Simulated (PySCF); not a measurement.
Vertical excitations of a molecule C₅H₅FO from PySCF with TDDFT-LC-ωPBE/def2-SVPD, as energy in eV (oscillator strength): 4.11 (0.000), 6.06 (0.298), 7.75 (0.001), 7.99 (0.013), 8.00 (0.010), 8.30 (0.001), 8.49 (0.003), 8.54 (0.034). Lowest triplet (TDA): 3.57 eV. Coordinates come from a PBE0-D3(BJ)/def2-SVP optimisation. The values are those of a single conformer.

Which structure fits?
A) C=C1CC(=O)[C@@H]1F
B) O=C1CCC=C1F
C) O=C1C=C(F)CC1
D) Cc1cocc1F

B, O=C1CCC=C1F
